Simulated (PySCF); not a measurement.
A calculated (LDA, PySCF 2.14, x2c-TZVPPall, the spin-free X2C one-electron Hamiltonian (Gaussian nucleus)) atom or ion has these occupied shells.

```json
{"shell": "1s α", "electrons": "1", "orbital energy (eV)": "-71350.1", "rms radius, mean of both spins (bohr)": "0.0204"}
{"shell": "1s β", "electrons": "1", "orbital energy (eV)": "-71350.1", "rms radius, mean of both spins (bohr)": "0.0204"}
{"shell": "2s α", "electrons": "1", "orbital energy (eV)": "-12377.0", "rms radius, mean of both spins (bohr)": "0.0824"}
{"shell": "2s β", "electrons": "1", "orbital energy (eV)": "-12376.8", "rms radius, mean of both spins (bohr)": "0.0824"}
{"shell": "2p α", "electrons": "3", "orbital energy (eV)": "-10848.3", "rms radius, mean of both spins (bohr)": "0.0750"}
{"shell": "2p β", "electrons": "3", "orbital energy (eV)": "-10848.1", "rms radius, mean of both spins (bohr)": "0.0750"}
{"shell": "3s α", "electrons": "1", "orbital energy (eV)": "-2870.1", "rms radius, mean of both spins (bohr)": "0.211"}
{"shell": "3s β", "electrons": "1", "orbital energy (eV)": "-2870.0", "rms radius, mean of both spins (bohr)": "0.211"}
{"shell": "3p α", "electrons": "3", "orbital energy (eV)": "-2416.8", "rms radius, mean of both spins (bohr)": "0.212"}
{"shell": "3p β", "electrons": "3", "orbital energy (eV)": "-2416.7", "rms radius, mean of both spins (bohr)": "0.212"}
{"shell": "3d α", "electrons": "5", "orbital energy (eV)": "-1882.9", "rms radius, mean of both spins (bohr)": "0.194"}
{"shell": "3d β", "electrons": "5", "orbital energy (eV)": "-1882.7", "rms radius, mean of both spins (bohr)": "0.194"}
{"shell": "4s α", "electrons": "1", "orbital energy (eV)": "-601.55", "rms radius, mean of both spins (bohr)": "0.469"}
{"shell": "4s β", "electrons": "1", "orbital energy (eV)": "-601.34", "rms radius, mean of both spins (bohr)": "0.469"}
{"shell": "4p α", "electrons": "3", "orbital energy (eV)": "-451.87", "rms radius, mean of both spins (bohr)": "0.499"}
{"shell": "4p β", "electrons": "3", "orbital energy (eV)": "-451.65", "rms radius, mean of both spins (bohr)": "0.499"}
{"shell": "4d α", "electrons": "5", "orbital energy (eV)": "-259.11", "rms radius, mean of both spins (bohr)": "0.538"}
{"shell": "4d β", "electrons": "5", "orbital energy (eV)": "-258.84", "rms radius, mean of both spins (bohr)": "0.538"}
{"shell": "5s α", "electrons": "1", "orbital energy (eV)": "-89.924", "rms radius, mean of both spins (bohr)": "1.10"}
{"shell": "5s β", "electrons": "1", "orbital energy (eV)": "-88.225", "rms radius, mean of both spins (bohr)": "1.10"}
{"shell": "5p α", "electrons": "3", "orbital energy (eV)": "-52.136", "rms radius, mean of both spins (bohr)": "1.28"}
{"shell": "5p β", "electrons": "3", "orbital energy (eV)": "-50.029", "rms radius, mean of both spins (bohr)": "1.28"}
{"shell": "4f α", "electrons": "7", "orbital energy (eV)": "-47.147", "rms radius, mean of both spins (bohr)": "0.648"}
{"shell": "4f β", "electrons": "7", "orbital energy (eV)": "-46.686", "rms radius, mean of both spins (bohr)": "0.648"}
{"shell": "5d α", "electrons": "4", "orbital energy (eV)": "-9.543", "rms radius, mean of both spins (bohr)": "1.97"}
{"shell": "6s α", "electrons": "1", "orbital energy (eV)": "-8.473", "rms radius, mean of both spins (bohr)": "3.13"}
{"shell": "6s β", "electrons": "1", "orbital energy (eV)": "-6.805", "rms radius, mean of both spins (bohr)": "3.13"}
{"shell": "6p α", "electrons": "1", "orbital energy (eV)": "-2.980", "rms radius, mean of both spins (bohr)": "4.26"}
```

Question: Name the element and its charge.

Answer: Re (rhenium, neutral), in [Xe] 4f14 5d4 6s2 6p1, one real determinant (an excited configuration).
